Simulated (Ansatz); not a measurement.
A short molecular-dynamics run on `[NH2][GeH]1[CH]=[CH]1`.

```yaml
crystal:
  periodic: [false, false, false]
  atoms:
    - {symbol: N, position_ang: [-0.952256, 1.254105, -0.839246]}
    - {symbol: Ge, position_ang: [0.475116, 0.238553, -0.277815]}
    - {symbol: C, position_ang: [0.141313, -1.529813, 0.333516]}
    - {symbol: C, position_ang: [0.319120, -0.711207, 1.360974]}
    - {symbol: H, position_ang: [-1.091224, 1.224520, -1.841067]}
    - {symbol: H, position_ang: [-0.880130, 2.225367, -0.564886]}
    - {symbol: H, position_ang: [1.854257, 0.627020, -0.827205]}
    - {symbol: H, position_ang: [-0.083836, -2.581380, 0.196793]}
    - {symbol: H, position_ang: [0.306242, -0.793464, 2.441837]}
basis:
  gaussian: {orbitals: def2-SVP}
hamiltonian: {xc: {name: r2SCAN}}
md: {timestep: 2 fs, n_steps: 30, ensemble: nve, temperature: 300, initial_velocities: maxwell_boltzmann, seed: 390}
```

```sh
$ ansatz run in.yaml --threads 2 --pin off --events-out ev --progress --plain --max-ram 4352MiB
```

| step | time (fs) | potential energy (eV) | kinetic (eV) | T (K) | conserved (eV) |
| --- | --- | --- | --- | --- | --- |
| 0 | 0.0 | -60149.2242 | 0.2714 | 300 | -60148.9528 |
| 1 | 2.0 | -60149.0141 | 0.1601 | 177 | -60148.8540 |
| 2 | 4.0 | -60149.1350 | 0.2149 | 237 | -60148.9201 |
| 3 | 6.0 | -60149.0126 | 0.1295 | 143 | -60148.8832 |
| 4 | 8.0 | -60149.0995 | 0.1866 | 206 | -60148.9129 |
| 5 | 10.0 | -60148.9941 | 0.1287 | 142 | -60148.8653 |
| 6 | 12.0 | -60149.0975 | 0.1596 | 176 | -60148.9379 |
| 7 | 14.0 | -60148.9802 | 0.0932 | 103 | -60148.8870 |
| 8 | 16.0 | -60149.0940 | 0.1719 | 190 | -60148.9221 |
| 9 | 18.0 | -60149.0406 | 0.1409 | 156 | -60148.8998 |
| 10 | 20.0 | -60149.1393 | 0.1972 | 218 | -60148.9421 |
| 11 | 22.0 | -60149.0541 | 0.1497 | 165 | -60148.9044 |
| 12 | 24.0 | -60149.0324 | 0.1331 | 147 | -60148.8993 |
| 13 | 26.0 | -60149.1441 | 0.1937 | 214 | -60148.9503 |
| 14 | 28.0 | -60149.0000 | 0.1331 | 147 | -60148.8669 |
| 15 | 30.0 | -60149.1648 | 0.2347 | 259 | -60148.9301 |
| 16 | 32.0 | -60148.9819 | 0.1108 | 122 | -60148.8711 |
| 17 | 34.0 | -60149.1499 | 0.2195 | 243 | -60148.9303 |
| 18 | 36.0 | -60149.0016 | 0.1403 | 155 | -60148.8613 |
| 19 | 38.0 | -60149.1350 | 0.2024 | 224 | -60148.9325 |
| 20 | 40.0 | -60149.0559 | 0.1569 | 173 | -60148.8989 |
| 21 | 42.0 | -60149.0605 | 0.1573 | 174 | -60148.9032 |
| 22 | 44.0 | -60149.0701 | 0.1519 | 168 | -60148.9182 |
| 23 | 46.0 | -60149.0537 | 0.1366 | 151 | -60148.9171 |
| 24 | 48.0 | -60149.0528 | 0.1483 | 164 | -60148.9045 |
| 25 | 50.0 | -60149.0378 | 0.1412 | 156 | -60148.8966 |
| 26 | 52.0 | -60149.1225 | 0.1909 | 211 | -60148.9315 |
| 27 | 54.0 | -60149.0102 | 0.1508 | 167 | -60148.8594 |
| 28 | 56.0 | -60149.1509 | 0.2206 | 244 | -60148.9304 |
| 29 | 58.0 | -60148.9928 | 0.1220 | 135 | -60148.8708 |
| 30 | 60.0 | -60149.1775 | 0.2508 | 277 | -60148.9267 |

Velocities are drawn at the set temperature; a run this short doesn't reach equilibrium.

Frames (Å, forces in eV/Å):

```xyz
9
time=0.0 fs
N    -0.952    1.254   -0.839   -0.019   -0.336    0.269
Ge    0.475    0.239   -0.278    0.041    0.149   -0.128
C     0.141   -1.530    0.334   -0.013   -0.057   -0.373
C     0.319   -0.711    1.361    0.081    0.341    0.132
H    -1.091    1.225   -1.841   -0.040    0.003   -0.343
H    -0.880    2.225   -0.565    0.029    0.336    0.079
H     1.854    0.627   -0.827    0.010   -0.016    0.012
H    -0.084   -2.581    0.197   -0.085   -0.407   -0.068
H     0.306   -0.793    2.442   -0.004   -0.015    0.421
9
time=2.0 fs
N    -0.947    1.263   -0.848    0.484   -2.595    2.433
Ge    0.474    0.237   -0.277    0.049    0.517   -0.373
C     0.142   -1.525    0.343   -0.403   -2.264   -1.507
C     0.327   -0.713    1.354    0.080    0.835    2.030
H    -1.071    1.241   -1.797   -0.468   -0.039   -3.247
H    -0.934    2.178   -0.535    0.051    2.511    0.859
H     1.850    0.668   -0.819   -0.070   -0.117    0.064
H    -0.090   -2.622    0.166    0.228    1.159    0.280
H     0.299   -0.775    2.464    0.049   -0.007   -0.540
9
time=4.0 fs
N    -0.940    1.265   -0.851   -0.228    0.218   -0.253
Ge    0.472    0.235   -0.277    0.158    0.651   -0.457
C     0.140   -1.527    0.348   -0.329   -2.220   -1.728
C     0.334   -0.713    1.353   -0.011    0.924    2.248
H    -1.069    1.255   -1.878    0.094    0.239    0.773
H    -0.986    2.227   -0.473    0.108   -0.638   -0.445
H     1.843    0.705   -0.808   -0.075   -0.202    0.088
H    -0.087   -2.619    0.145    0.196    1.096    0.377
H     0.295   -0.757    2.466    0.086   -0.067   -0.602
9
time=6.0 fs
N    -0.934    1.268   -0.854   -0.720    1.475   -1.204
Ge    0.471    0.233   -0.277    0.145    0.584   -0.363
C     0.138   -1.537    0.348    0.229    0.145   -0.818
C     0.342   -0.710    1.359   -0.186    0.468    0.603
H    -1.064    1.279   -1.929    0.308    0.264    2.408
H    -1.035    2.251   -0.427    0.323   -1.964   -1.107
H     1.833    0.735   -0.794   -0.009   -0.243    0.067
H    -0.077   -2.573    0.140   -0.165   -0.586    0.105
H     0.293   -0.741    2.445    0.075   -0.142    0.308
9
time=8.0 fs
N    -0.931    1.274   -0.861   -0.335    0.178   -0.260
Ge    0.469    0.232   -0.278   -0.040    0.492   -0.228
C     0.137   -1.546    0.345    0.714    2.196    0.208
C     0.349   -0.705    1.367   -0.366   -0.129   -0.940
H    -1.046    1.313   -1.888    0.098    0.160    0.807
H    -1.070    2.201   -0.424    0.219   -0.620   -0.424
H     1.823    0.755   -0.777    0.091   -0.238    0.012
H    -0.073   -2.550    0.138   -0.433   -1.859   -0.138
H     0.294   -0.731    2.436    0.051   -0.181    0.963
9
time=10.0 fs
N    -0.927    1.282   -0.868    0.771   -2.996    2.046
Ge    0.468    0.231   -0.278   -0.221    0.509   -0.179
C     0.138   -1.548    0.342    0.424    0.739    0.279
C     0.355   -0.700    1.373   -0.523   -0.507   -0.567
H    -1.025    1.353   -1.816   -0.306    0.221   -3.250
H    -1.098    2.126   -0.438   -0.373    2.438    1.363
H     1.816    0.765   -0.760    0.177   -0.210   -0.052
H    -0.086   -2.598    0.131   -0.037   -0.031    0.236
H     0.297   -0.728    2.463    0.087   -0.163    0.125
9
time=12.0 fs
N    -0.922    1.281   -0.869   -0.122   -0.611    0.133
Ge    0.466    0.231   -0.279   -0.152    0.503   -0.142
C     0.140   -1.547    0.340    0.121   -0.558    0.268
C     0.360   -0.698    1.376   -0.611   -0.710    0.123
H    -1.016    1.402   -1.869    0.068    0.005   -0.233
H    -1.139    2.145   -0.399    0.073    0.288    0.264
H     1.816    0.768   -0.744    0.213   -0.196   -0.095
H    -0.100   -2.648    0.132    0.295    1.408    0.484
H     0.304   -0.731    2.496    0.116   -0.130   -0.802
9
time=14.0 fs
N    -0.917    1.278   -0.870   -1.063    1.760   -1.118
Ge    0.465    0.230   -0.279    0.036    0.435   -0.064
C     0.143   -1.548    0.340    0.140   -0.252    0.545
C     0.362   -0.697    1.380   -0.604   -0.794   -0.167
H    -1.004    1.451   -1.930    0.312   -0.338    2.225
H    -1.178    2.175   -0.349    0.664   -1.697   -0.952
H     1.825    0.763   -0.733    0.153   -0.205   -0.106
H    -0.103   -2.643    0.153    0.278    1.202    0.372
H     0.315   -0.739    2.497    0.085   -0.111   -0.737
9
time=16.0 fs
N    -0.916    1.280   -0.875   -0.813    1.220   -0.658
Ge    0.463    0.230   -0.280    0.149    0.354    0.019
C     0.146   -1.551    0.341    0.477    1.504    0.945
C     0.362   -0.699    1.383   -0.516   -0.708   -1.270
H    -0.980    1.487   -1.906    0.234   -0.317    1.475
H    -1.191    2.140   -0.337    0.524   -1.163   -0.651
H     1.839    0.751   -0.725    0.017   -0.220   -0.098
H    -0.096   -2.592    0.187   -0.091   -0.549    0.004
H     0.329   -0.751    2.471    0.020   -0.121    0.234
9
time=18.0 fs
N    -0.916    1.285   -0.881    0.439   -2.148    1.225
Ge    0.461    0.231   -0.280    0.181    0.344    0.020
C     0.150   -1.548    0.345    0.601    2.337    0.852
C     0.361   -0.703    1.382   -0.366   -0.355   -1.600
H    -0.947    1.510   -1.826    0.064    0.396   -2.252
H    -1.185    2.060   -0.349   -0.436    1.489    1.222
H     1.853    0.730   -0.721   -0.119   -0.211   -0.093
H    -0.091   -2.563    0.222   -0.343   -1.739   -0.223
H     0.344   -0.768    2.453   -0.019   -0.114    0.849
9
time=20.0 fs
N    -0.915    1.285   -0.884    0.324   -1.775    0.730
Ge    0.460    0.231   -0.281    0.298    0.401   -0.051
C     0.157   -1.538    0.351   -0.098   -0.289   -0.082
C     0.359   -0.709    1.376   -0.137    0.257    0.071
H    -0.911    1.549   -1.832    0.110    0.370   -1.502
H    -1.195    2.037   -0.315   -0.388    1.200    0.964
H     1.864    0.701   -0.721   -0.166   -0.164   -0.105
H    -0.100   -2.600    0.249    0.099    0.014   -0.085
H     0.358   -0.789    2.468   -0.040   -0.015    0.061
9
time=22.0 fs
N    -0.913    1.279   -0.884   -0.611    1.360   -0.546
Ge    0.459    0.231   -0.282    0.424    0.385   -0.069
C     0.163   -1.528    0.358   -0.678   -2.440   -0.977
C     0.356   -0.713    1.371    0.107    0.862    1.763
H    -0.872    1.602   -1.895    0.006   -0.419    1.786
H    -1.220    2.061   -0.243    0.520   -1.053   -1.086
H     1.867    0.665   -0.725   -0.112   -0.086   -0.137
H    -0.105   -2.636    0.272    0.421    1.291   -0.034
H     0.371   -0.811    2.485   -0.077    0.100   -0.700
9
time=24.0 fs
N    -0.913    1.278   -0.886   -0.621    1.674   -0.512
Ge    0.458    0.232   -0.282    0.387    0.213    0.036
C     0.167   -1.527    0.361   -0.701   -2.339   -1.179
C     0.353   -0.715    1.371    0.223    1.104    1.778
H    -0.832    1.639   -1.890   -0.107   -0.513    2.019
H    -1.225    2.044   -0.213    0.602   -1.204   -1.384
H     1.867    0.627   -0.734   -0.019    0.009   -0.180
H    -0.094   -2.623    0.293    0.335    0.915   -0.130
H     0.381   -0.828    2.476   -0.099    0.141   -0.449
9
time=26.0 fs
N    -0.915    1.281   -0.890    0.078   -1.028    0.449
Ge    0.457    0.233   -0.283    0.239   -0.079    0.218
C     0.169   -1.533    0.361   -0.200   -0.025   -0.651
C     0.352   -0.713    1.376    0.167    0.897    0.228
H    -0.796    1.657   -1.808    0.099    0.406   -0.685
H    -1.207    1.980   -0.236   -0.232    0.625    0.345
H     1.866    0.588   -0.750    0.039    0.096   -0.214
H    -0.070   -2.575    0.310   -0.110   -0.981   -0.287
H     0.387   -0.841    2.449   -0.079    0.088    0.597
9
time=28.0 fs
N    -0.916    1.281   -0.892    0.391   -3.013    0.745
Ge    0.456    0.234   -0.283    0.220   -0.329    0.355
C     0.170   -1.539    0.358    0.090    1.394   -0.067
C     0.350   -0.709    1.383    0.071    0.452   -0.754
H    -0.757    1.690   -1.752    0.432    1.171   -2.431
H    -1.198    1.941   -0.246   -0.860    1.904    1.758
H     1.866    0.554   -0.774    0.017    0.156   -0.211
H    -0.051   -2.565    0.316   -0.301   -1.818   -0.319
H     0.389   -0.850    2.445   -0.060    0.084    0.925
9
time=30.0 fs
N    -0.917    1.273   -0.893   -0.203    1.125   -0.368
Ge    0.456    0.234   -0.284    0.451   -0.446    0.395
C     0.172   -1.541    0.355   -0.247   -0.284    0.190
C     0.349   -0.703    1.387    0.035   -0.073   -0.129
H    -0.701    1.767   -1.789   -0.232   -0.468    1.017
H    -1.222    1.975   -0.189    0.245   -0.508   -0.670
H     1.867    0.525   -0.807   -0.066    0.183   -0.164
H    -0.043   -2.624    0.309    0.094    0.241   -0.174
H     0.390   -0.856    2.477   -0.078    0.230   -0.099
9
time=32.0 fs
N    -0.917    1.268   -0.894   -0.369    2.756   -0.570
Ge    0.455    0.235   -0.284    0.637   -0.532    0.385
C     0.172   -1.544    0.353   -0.358   -1.158    0.431
C     0.348   -0.697    1.390   -0.016   -0.536    0.237
H    -0.654    1.827   -1.788   -0.561   -1.169    1.993
H    -1.236    1.989   -0.157    0.648   -1.382   -1.515
H     1.865    0.503   -0.845   -0.179    0.192   -0.087
H    -0.031   -2.674    0.296    0.274    1.505   -0.038
H     0.388   -0.853    2.504   -0.078    0.325   -0.836
9
time=34.0 fs
N    -0.919    1.270   -0.897   -0.102    1.023   -0.240
Ge    0.455    0.235   -0.284    0.593   -0.668    0.384
C     0.172   -1.550    0.352   -0.127   -0.301    0.724
C     0.347   -0.693    1.395   -0.100   -0.798   -0.464
H    -0.628    1.842   -1.710   -0.186   -0.412    0.411
H    -1.226    1.951   -0.184    0.076   -0.393   -0.275
H     1.857    0.489   -0.887   -0.254    0.196   -0.012
H    -0.009   -2.666    0.282    0.139    1.094    0.016
H     0.382   -0.838    2.500   -0.040    0.259   -0.544
9
time=36.0 fs
N    -0.922    1.275   -0.901    0.048   -2.939    0.187
Ge    0.456    0.234   -0.283    0.402   -0.805    0.398
C     0.171   -1.557    0.354    0.294    1.923    0.969
C     0.346   -0.691    1.398   -0.171   -0.804   -1.727
H    -0.609    1.842   -1.616    0.921    1.541   -2.491
H    -1.212    1.897   -0.221   -1.069    1.606    2.214
H     1.838    0.482   -0.929   -0.237    0.196    0.040
H     0.019   -2.617    0.268   -0.202   -0.811   -0.058
H     0.376   -0.813    2.475    0.015    0.093    0.467
9
time=38.0 fs
N    -0.924    1.273   -0.904    0.073    0.253   -0.096
Ge    0.456    0.234   -0.283    0.306   -0.804    0.386
C     0.171   -1.558    0.359    0.419    2.588    0.763
C     0.344   -0.692    1.395   -0.139   -0.559   -1.748
H    -0.556    1.900   -1.617   -0.030   -0.015   -0.287
H    -1.240    1.905   -0.173   -0.220   -0.014    0.259
H     1.811    0.483   -0.970   -0.108    0.180    0.060
H     0.039   -2.598    0.252   -0.344   -1.631   -0.081
H     0.369   -0.784    2.468    0.042    0.002    0.743
9
time=40.0 fs
N    -0.925    1.271   -0.907    0.108    2.750   -0.024
Ge    0.457    0.233   -0.282    0.201   -0.595    0.245
C     0.173   -1.551    0.366    0.083   -0.049   -0.195
C     0.342   -0.695    1.386    0.006   -0.016    0.036
H    -0.503    1.958   -1.630   -0.943   -1.325    1.372
H    -1.276    1.912   -0.115    0.585   -1.214   -1.483
H     1.780    0.490   -1.008    0.056    0.152    0.059
H     0.046   -2.642    0.232   -0.128    0.313    0.201
H     0.365   -0.755    2.489    0.034   -0.017   -0.212
9
time=42.0 fs
N    -0.927    1.276   -0.910    0.227    1.858    0.124
Ge    0.458    0.231   -0.281    0.001   -0.347    0.024
C     0.174   -1.544    0.372   -0.156   -1.915   -1.117
C     0.340   -0.698    1.378    0.159    0.638    1.516
H    -0.486    1.965   -1.590   -0.798   -0.912    0.929
H    -1.290    1.873   -0.114    0.393   -0.785   -1.129
H     1.750    0.504   -1.045    0.164    0.112    0.071
H     0.047   -2.674    0.221   -0.014    1.435    0.403
H     0.361   -0.727    2.502    0.025   -0.086   -0.822
9
time=44.0 fs
N    -0.928    1.287   -0.913    0.239   -2.128    0.051
Ge    0.458    0.230   -0.280   -0.198   -0.185   -0.185
C     0.175   -1.543    0.375   -0.132   -1.634   -1.332
C     0.338   -0.699    1.375    0.232    0.984    1.394
H    -0.500    1.937   -1.514    0.589    1.314   -1.300
H    -1.288    1.804   -0.156   -0.849    0.904    1.275
H     1.727    0.521   -1.078    0.173    0.060    0.124
H     0.048   -2.651    0.225   -0.082    0.853    0.337
H     0.359   -0.702    2.484    0.028   -0.169   -0.363
9
time=46.0 fs
N    -0.928    1.292   -0.916    0.306   -2.330    0.056
Ge    0.459    0.228   -0.280   -0.231   -0.093   -0.315
C     0.176   -1.548    0.374    0.141    0.634   -0.800
C     0.337   -0.696    1.376    0.228    0.879   -0.011
H    -0.492    1.959   -1.488    0.614    1.441   -1.233
H    -1.320    1.769   -0.149   -0.896    0.910    1.260
H     1.711    0.541   -1.107    0.128   -0.008    0.208
H     0.047   -2.595    0.242   -0.326   -1.219    0.043
H     0.358   -0.683    2.452    0.038   -0.213    0.791
9
time=48.0 fs
N    -0.928    1.290   -0.919    0.313    1.295    0.433
Ge    0.460    0.226   -0.279   -0.148    0.062   -0.432
C     0.177   -1.550    0.370    0.214    1.378   -0.369
C     0.337   -0.691    1.377    0.239    0.635   -0.438
H    -0.460    2.037   -1.510   -0.881   -0.879    0.912
H    -1.385    1.769   -0.094    0.545   -0.469   -1.255
H     1.700    0.561   -1.128    0.082   -0.076    0.280
H     0.032   -2.586    0.260   -0.385   -1.710   -0.034
H     0.358   -0.673    2.450    0.023   -0.236    0.904
9
time=50.0 fs
N    -0.926    1.292   -0.921    0.210    1.975    0.564
Ge    0.460    0.224   -0.279   -0.151    0.302   -0.611
C     0.179   -1.548    0.365   -0.160   -0.658   -0.212
C     0.337   -0.684    1.377    0.268    0.371    0.535
H    -0.462    2.081   -1.496   -1.093   -1.415    1.244
H    -1.430    1.752   -0.087    0.899   -0.701   -1.685
H     1.691    0.578   -1.138    0.064   -0.111    0.305
H     0.003   -2.643    0.277   -0.019    0.476    0.126
H     0.359   -0.672    2.482   -0.018   -0.239   -0.266
9
time=52.0 fs
N    -0.924    1.299   -0.921    0.412   -0.449    0.247
Ge    0.460    0.223   -0.279   -0.303    0.477   -0.743
C     0.181   -1.548    0.359   -0.388   -1.423    0.269
C     0.339   -0.676    1.378    0.243   -0.086    0.801
H    -0.505    2.071   -1.435   -0.037    0.140   -0.111
H    -1.440    1.707   -0.145   -0.213    0.060    0.064
H     1.685    0.590   -1.136    0.090   -0.107    0.273
H    -0.027   -2.681    0.299    0.240    1.572    0.107
H     0.359   -0.680    2.505   -0.044   -0.184   -0.908
9
time=54.0 fs
N    -0.921    1.305   -0.920    0.758   -3.469   -0.150
Ge    0.461    0.221   -0.279   -0.474    0.504   -0.698
C     0.181   -1.552    0.354   -0.292   -0.331    0.907
C     0.341   -0.667    1.382    0.179   -0.602   -0.196
H    -0.550    2.066   -1.378    1.233    2.320   -1.663
H    -1.458    1.665   -0.200   -1.713    0.792    2.065
H     1.683    0.599   -1.124    0.156   -0.078    0.199
H    -0.047   -2.659    0.325    0.198    0.977   -0.027
H     0.358   -0.694    2.493   -0.045   -0.114   -0.437
9
time=56.0 fs
N    -0.916    1.302   -0.920    0.058    0.540    0.347
Ge    0.461    0.220   -0.280   -0.481    0.422   -0.486
C     0.180   -1.558    0.352    0.129    2.073    1.313
C     0.343   -0.661    1.386    0.141   -0.922   -1.640
H    -0.548    2.150   -1.385   -0.102   -0.572    0.192
H    -1.542    1.653   -0.176    0.267   -0.364   -0.354
H     1.686    0.604   -1.104    0.224   -0.052    0.115
H    -0.061   -2.600    0.350   -0.198   -1.036   -0.137
H     0.354   -0.714    2.464   -0.038   -0.088    0.650
9
time=58.0 fs
N    -0.910    1.300   -0.918   -0.630    2.393    0.598
Ge    0.460    0.219   -0.281   -0.410    0.443   -0.410
C     0.179   -1.557    0.354    0.207    2.566    1.234
C     0.346   -0.658    1.384    0.156   -0.957   -1.528
H    -0.550    2.212   -1.385   -0.648   -2.011    1.017
H    -1.616    1.627   -0.166    1.467   -0.793   -1.495
H     1.699    0.608   -1.080    0.217   -0.033    0.066
H    -0.081   -2.580    0.370   -0.318   -1.578   -0.170
H     0.350   -0.736    2.460   -0.041   -0.029    0.689
9
time=60.0 fs
N    -0.907    1.305   -0.915   -0.288    0.913    0.389
Ge    0.460    0.219   -0.282   -0.338    0.638   -0.586
C     0.180   -1.548    0.360   -0.442    0.033    0.759
C     0.350   -0.658    1.377    0.192   -0.757    0.193
H    -0.576    2.197   -1.345   -0.173   -0.926    0.395
H    -1.633    1.571   -0.213    0.738   -0.425   -0.650
H     1.719    0.610   -1.054    0.113   -0.025    0.068
H    -0.114   -2.621    0.383    0.226    0.423   -0.212
H     0.344   -0.760    2.482   -0.029    0.126   -0.357
```

It took 84 s on 2 threads of an Arm Neoverse V2 on a shared host, with 0.39 GiB of host memory at the peak.
